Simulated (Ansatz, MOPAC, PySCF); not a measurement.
Series GeXY, Y = H, computed as singlets and as triplets. Isolated molecules, 0 K electronic values unless said otherwise. One relaxed conformer stands for each flexible species; it need not be the lowest. Strings in code marks are SMILES.

Quantity: adiabatic spin-state energy, in kJ/mol. HF references are unrestricted for open shells and restricted for singlets. The restricted reference of `[GeH2]`, `[F][GeH]` and `[Cl][GeH]` is unstable towards unrestricted orbitals. Semi-empirical values (MOPAC) are differences of heats of formation.

Level 1: frozen-core CCSD(T) with HF/cc-pV5Z and the correlation energy extrapolated as X^-3 from cc-pVQZ and cc-pV5Z // PBE0-D3(BJ)/def2-TZVP (Ansatz, a first-principles code)
Level 2: r2SCAN/cc-pVTZ // PBE0-D3(BJ)/def2-TZVP (Ansatz)
Level 3: B3LYP/LANL2DZ // PBE0-D3(BJ)/def2-TZVP (PySCF)
Level 4: PM7 // PBE0-D3(BJ)/def2-TZVP (MOPAC)

```
species                                           level 1  level 2  level 3  level 4
------------------------------------------------  -------  -------  -------  -------
`[Cl][GeH]`: multiplicity 3 minus multiplicity 1    161.3    141.8    159.7     49.9
`[F][GeH]`: multiplicity 3 minus multiplicity 1     180.6        ?    176.3        ?
`[GeH2]`: multiplicity 3 minus multiplicity 1        94.5     74.8     92.8        ?
```

Fill in the missing entries.


- `[F][GeH]`: multiplicity 3 minus multiplicity 1, level 2: 159.9
- `[F][GeH]`: multiplicity 3 minus multiplicity 1, level 4: 68.6
- `[GeH2]`: multiplicity 3 minus multiplicity 1, level 4: -98.0
